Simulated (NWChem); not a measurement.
# C$_{2}$H$_{3}$BFN; SMILES C#CB(F)N

```xyz
8

C      0.0495     2.2966     0.0000
C      0.0472     1.0806     0.0000
B      0.0283    -0.4611     0.0000
N     -1.1697    -1.1742     0.0000
F      1.1861    -1.1335     0.0000
H      0.0606     3.3720     0.0000
H     -2.0733    -0.7233     0.0000
H     -1.1953    -2.1855     0.0000
```
Atoms are numbered in this order, from 1.

Program: NWChem. Pople sets run with spherical d functions. Coordinates come from a PBE0/def2-SVP optimisation.

For level LDA (Slater exchange, PW92)/6-31G*:

| Quantity | Value |
|---|---|
| highest occupied level (eV) | -6.42 |
| orbital gap (eV) | 5.29 |

Q: How do the values read with level LC-wPBE (HJS exchange hole, range parameter 0.4 per bohr)/6-31G* instead?

A: 
| Quantity | Result |
|---|---|
| highest occupied level (eV) | -10.50 |
| orbital gap (eV) | 12.83 |
